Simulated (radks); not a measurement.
Values are calculated unless marked as measured or tabulated.
Tl+, 80 electrons, occupied as [Xe] 4f14 5d9 6s2 6p1 (not the ground configuration).

Level of theory: scalar-relativistic Kohn-Sham, BLYP, spin-polarised, spherical densities, point nucleus; open shells are filled with parallel spins first (spin-orbit coupling, left out, can overturn this in heavy ions) (a radial shooting solver on a logarithmic mesh with Libxc functionals).

Energy parts (Ry):
total: -40492.4714
kinetic: 45627.0886
electron-nucleus: -100925.6244
Hartree: 15563.7695
exchange-correlation: -757.7051

Orbitals (lengths in bohr, moments of r in powers of bohr):
orbital,occ.,eigenvalue (Ry),<r^2>,<r^4>
1s up,1,-6295.894,0.0003685,3.750e-07
1s down,1,-6295.893,0.0003685,3.750e-07
2s up,1,-1121.773,0.005601,0.00005442
2s down,1,-1121.766,0.005601,0.00005442
2p up,3,-964.7947,0.004754,0.00004487
2p down,3,-964.7883,0.004754,0.00004487
3s up,1,-268.4779,0.03606,0.001958
3s down,1,-268.4746,0.03606,0.001958
3p up,3,-223.3124,0.03727,0.002176
3p down,3,-223.3088,0.03727,0.002175
3d up,5,-176.5704,0.03087,0.001671
3d down,5,-176.5647,0.03087,0.001671
4s up,1,-60.65363,0.1730,0.04314
4s down,1,-60.64583,0.1730,0.04314
4p up,3,-45.85241,0.1982,0.05794
4p down,3,-45.84499,0.1981,0.05793
4d up,5,-28.52230,0.2233,0.07868
4d down,5,-28.51376,0.2233,0.07861
4f up,7,-9.34377,0.2628,0.1370
4f down,7,-9.33276,0.2624,0.1364
5s up,1,-10.59446,0.8580,1.061
5s down,1,-10.55049,0.8566,1.057
5p up,3,-6.53856,1.134,1.920
5p down,3,-6.48702,1.133,1.915
5d up,5,-2.01810,2.109,7.719
5d down,4,-1.96014,2.107,7.723
6s up,1,-1.39721,5.950,53.93
6s down,1,-1.34119,6.000,55.29
6p up,1,-0.73625,10.56,176.8
6p down,0,-0.68855,11.00,194.5

The highest occupied level is 6p up at -10.017 eV. Summed over all electrons, <r^2> = 58.09 bohr^2, which gives a Langevin (diamagnetic) susceptibility term of -46 x 10^-6 cm^3/mol. Spin moment in Bohr magnetons: 2. The density falls to 0.001 e/bohr^3 at r = 4.28 bohr.
